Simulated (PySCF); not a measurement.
Write Cartesian coordinates for InChI=1S/C6H4OSe/c1-2-6-3-5(7)4-8-6/h1,3-4,7H as optimised with PBE0-D3(BJ)/def2-SVP.

```
atom  x, y, z in Å
C1     3.3003   -0.9352    0.2861
C2     2.1137   -0.6751    0.2737
C3     0.7317   -0.3914    0.2768
C4     0.0429    0.4685   -0.5441
C5    -1.3600    0.5371   -0.2946
O6    -2.1160    1.3546   -1.0555
C7    -1.8026   -0.2660    0.7271
Se8   -0.4178   -1.2250    1.5008
H9     4.3506   -1.1604    0.2945
H10    0.5228    1.0551   -1.3279
H11   -3.0343    1.2964   -0.7726
H12   -2.8277   -0.3657    1.0836
```

Any rigid rotation of these coordinates is as good. Atoms count from 1 in this order. The 5-membered ring C3–C4–C5–C7–Se8 has internal angles of 87.4° to 114.8° (sum 540°, against 540° for a flat polygon); it is planar, 0.00 Å rms from its mean plane, widest ring torsion 0°. Se8 (selenium bonded to 2 C) is bent (angle 87.4°). Of the pairs four or more bonds apart, H11···H12 is among the closest relative to their van der Waals radii: 2.50 Å, 104 % of the sum of Bondi's values. The 5 C–C bonds span 1.215 Å (C1≡C2, drawn triple) to 1.426 Å (C4–C5, aromatic), a spread of 0.211 Å.

Bonds between heavy atoms (Å): C1≡C2 1.215, C2–C3 1.411, C3–C4 1.374, C4–C5 1.426, C5–O6 1.349, C5–C7 1.373, C7–Se8 1.854, C3–Se8 1.875.

Computed with PBE0-D3(BJ)/def2-SVP geometry optimisation, gas phase (PySCF 2.14.0).

Point group: Cs (tolerance 0.08 Å). Whether it is a minimum is left open (no frequencies). One conformer, not necessarily the lowest (C4–C5–O6–H 180°).
